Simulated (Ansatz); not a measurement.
A calculation with Ansatz (development build ahead of 0.2.0).

```yaml
crystal:
  periodic: [false, false, false]
  atoms:
    - { symbol: C, position_ang: [1.4, 0.0, 0.0] }
    - { symbol: C, position_ang: [0.7, 1.21244, 0.0] }
    - { symbol: C, position_ang: [-0.7, 1.21244, 0.0] }
    - { symbol: C, position_ang: [-1.4, 0.0, 0.0] }
    - { symbol: C, position_ang: [-0.7, -1.21244, 0.0] }
    - { symbol: C, position_ang: [0.7, -1.21244, 0.0] }
    - { symbol: C, position_ang: [2.81, 0.0, 0.0] }
    - { symbol: H, position_ang: [3.36, 0.93, 0.0] }
    - { symbol: H, position_ang: [3.36, -0.93, 0.0] }
    - { symbol: O, position_ang: [1.325, 2.29497, 0.0] }
    - { symbol: H, position_ang: [-1.2425, 2.15207, 0.0] }
    - { symbol: H, position_ang: [-2.485, 0.0, 0.0] }
    - { symbol: H, position_ang: [-1.2425, -2.15207, 0.0] }
    - { symbol: H, position_ang: [1.2425, -2.15207, 0.0] }
basis:
  gaussian: { orbitals: def2-SVP }
magnetization:
  spin_polarized: true
  initial_magnetization: 2
hamiltonian:
  xc: { name: wB97X }
```

The input is written out in the form of the current development build from the run's settings.

Output:

```
Converged                       : yes
Total energy                    : -345.12667 hartree
Spin squared of the determinant : 2.035
Stability test                  : minimum
```

Caution: another spin multiplicity may lie lower.
